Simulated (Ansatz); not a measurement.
Consider the ligand exchange at the Al–O bond: `C[Si](F)(F)[O][AlH2]` + `N[SiH2]F` → `F[SiH2][NH][AlH2]` + `C[Si](O)(F)F`.

Program: Ansatz. Geometries: PBE0-D4/def2-TZVP. ΔE: electronic, gas phase. CBS: MP2 limit from def2 TZ/QZ plus the TZ coupled-cluster correction, frozen cores. DFT in def2-TZVPP. B3LYP here is the variant with VWN-RPA as its local correlation; programs differ in this. Each species was taken in one conformer, which may not be the lowest.

```json
{"level": "PBE0-D4", "ΔE (kJ/mol)": "56.9", "difference from CCSD(T)/CBS": "-3.1"}
{"level": "B3LYP-D4", "ΔE (kJ/mol)": "63.3", "difference from CCSD(T)/CBS": "3.3"}
{"level": "ωB97X-V", "ΔE (kJ/mol)": "60.4", "difference from CCSD(T)/CBS": "0.4"}
{"level": "ωB97M-V", "ΔE (kJ/mol)": "59.3", "difference from CCSD(T)/CBS": "-0.7"}
{"level": "B2PLYP", "ΔE (kJ/mol)": "62.7", "difference from CCSD(T)/CBS": "2.7"}
{"level": "PBE0", "ΔE (kJ/mol)": "57.0", "difference from CCSD(T)/CBS": "-3.0"}
{"level": "B3LYP", "ΔE (kJ/mol)": "63.9", "difference from CCSD(T)/CBS": "3.9"}
{"level": "HF/def2-TZVPP", "ΔE (kJ/mol)": "72.6", "difference from CCSD(T)/CBS": "12.6"}
{"level": "SCS-MP2/def2-TZVPP", "ΔE (kJ/mol)": "61.5", "difference from CCSD(T)/CBS": "1.5"}
{"level": "CCSD/def2-TZVPP", "ΔE (kJ/mol)": "61.3", "difference from CCSD(T)/CBS": "1.3"}
{"level": "CCSD(T)/def2-TZVPP", "ΔE (kJ/mol)": "58.8", "difference from CCSD(T)/CBS": "-1.2"}
{"level": "MP2/def2-QZVPP", "ΔE (kJ/mol)": "60.2", "difference from CCSD(T)/CBS": "0.2"}
{"level": "SCS-MP2/def2-QZVPP", "ΔE (kJ/mol)": "62.6", "difference from CCSD(T)/CBS": "2.6"}
{"level": "HF/CBS(def2)", "ΔE (kJ/mol)": "74.3", "difference from CCSD(T)/CBS": "14.3"}
{"level": "MP2/CBS(def2)", "ΔE (kJ/mol)": "60.2", "difference from CCSD(T)/CBS": "0.2"}
{"level": "CCSD/CBS(def2)", "ΔE (kJ/mol)": "62.6", "difference from CCSD(T)/CBS": "2.6"}
{"level": "CCSD(T)/CBS", "ΔE (kJ/mol)": "60.0", "difference from CCSD(T)/CBS": "0"}
```

Largest T1 diagnostic among the species: 0.012.

In def2-TZVPP, CCSD(T) changes the Hartree–Fock value by −13.8 kJ/mol (the triples alone add −2.6 kJ/mol) and MP2 by −13.7 kJ/mol. From PBE to PBE0 (25 % exact exchange), in def2-TZVPP and without D4, ΔE moves by +3.1 kJ/mol.
